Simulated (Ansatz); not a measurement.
Calculated with Ansatz (gas phase, PBE0-D4/def2-TZVP geometries, no zero-point term in ΔE). CCSD(T)/CBS is the MP2 limit (def2-TZVPP, def2-QZVPP) plus CCSD(T) − MP2 in def2-TZVPP, frozen cores. DFT in def2-TZVPP. B3LYP here is the variant with VWN-RPA as its local correlation; programs differ in this. Elements past krypton have def2 core potentials. For Br, Ga, Sn outer-core shells are correlated without core-valence functions, which leaves a few kJ/mol of doubt a bond. Scalar relativity is left out up to krypton. Each species was taken in one conformer, which may not be the lowest.

Consider the redistribution: `[Br][Sn][Br]` + `C[CH2][Ga]([OH])[OH]` → `C[CH2][Sn][Br]` + `[OH][Ga]([OH])[Br]`.

**Question.** Is it downhill or uphill in electronic energy at CCSD(T)/CBS, and by how much? (Best estimate.)

**Answer.** Ansatz gave: Uphill: ΔE = +48.7 kJ/mol.

**Question.** What do these levels give: PBE-D4, BLYP-D4, PBE0-D4, B3LYP-D4, ωB97X-V, r2SCAN, r2SCANh, BHLYP, MP2/def2-SVP, MP2/def2-TZVPP, SCS-MP2/def2-TZVPP, MP2/CBS(def2)? (Estimate.)

**Answer.** Computed: PBE-D4 54.9, BLYP-D4 59.1, PBE0-D4 48.1, B3LYP-D4 54.0, ωB97X-V 43.7, r2SCAN 50.5, r2SCANh 48.7, BHLYP 48.8, MP2/def2-SVP 32.2, MP2/def2-TZVPP 35.9, SCS-MP2/def2-TZVPP 35.9, MP2/CBS(def2) 50.7 kJ/mol.

Largest T1 diagnostic among the species: 0.013.

From PBE to PBE0 (25 % exact exchange), in def2-TZVPP and without D4, ΔE moves by −7.0 kJ/mol. At CCSD(T), def2-SVP lies −16.8 kJ/mol from the extrapolated value and def2-TZVPP −14.8 kJ/mol. Leaving LDA and LC-ωPBE aside and taking each functional with its dispersion term where it has one, the values, not all of them listed here, spread over 19.5 kJ/mol, from PBE-QIDH to BLYP-D4.
